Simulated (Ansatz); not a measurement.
Two isomers of CH7NSSi: A = `CS[SiH2]N`, B = `C[SiH](N)S`.

Program: Ansatz. Geometries: PBE0-D4/def2-TZVP. ΔE: electronic, gas phase. CBS: MP2 limit from def2 TZ/QZ plus the TZ coupled-cluster correction, frozen cores. DFT in def2-TZVPP. B3LYP here is the variant with VWN-RPA as its local correlation; programs differ in this. Each species was taken in one conformer, which may not be the lowest.

Problem. Which is lower in electronic energy at CCSD(T)/CBS, and by how much? (Estimate.)

Solution. The calculation gave: B, by 14.3 kcal/mol.

Problem. Give E(B) − E(A) in kcal/mol with r2SCAN-D4, CCSD(T)/def2-TZVPP, HF/def2-TZVPP, ωB97M-V, PBE-D4, B3LYP-D4, CCSD/def2-TZVPP. (Best estimate.)

Solution. Computed: r2SCAN-D4 -14.6, CCSD(T)/def2-TZVPP -14.5, HF/def2-TZVPP -13.8, ωB97M-V -14.6, PBE-D4 -13.3, B3LYP-D4 -13.7, CCSD/def2-TZVPP -14.7. None reverses the order clearly.

Largest T1 diagnostic: 0.010.
